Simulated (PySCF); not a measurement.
Ionisation energy of Zr²⁵⁺ by level of theory

Zr²⁵⁺ [Ne] 3s2 3p3 (4S) → Zr²⁶⁺ [Ne] 3s2 3p2 (3P), as a difference of total energies. Calculation: PySCF 2.14, in an uncontracted even-tempered set (18 s from 3.1 bohr⁻², ratio 2.5; 12 p from 4.1 bohr⁻², ratio 2.5; 5 d from 18 bohr⁻², ratio 2.7; 4 f from 27 bohr⁻², ratio 2.7); the spin-free X2C one-electron Hamiltonian (Gaussian nucleus). Correlated levels: outer shells: 1s2 frozen; virtual orbitals above 40 to 60 times the deepest correlated orbital energy dropped. The calculations carry no spin-orbit coupling.

```
                method  ionisation energy (eV)
                   UHF                  1277.6
                   LDA                  1278.3
                   PBE                  1278.5
                  PBE0                  1278.6
                r2SCAN                  1279.2
                revPBE                  1278.4
                 B3LYP                  1278.7
    MP2 (outer shells)                  1278.1
SCS-MP2 (outer shells)                  1277.8
```

Spin-orbit coupling is strong in these open shells (close to jj coupling). The scalar numbers leave it out and a first-order estimate fails, so it can dominate the gap to the real levels.

Breit and QED terms and the two-electron picture change are absent.

For comparison: 1277 ± 5 eV (semi-empirical (NIST evaluation); NIST Atomic Spectra Database, ionization energies).
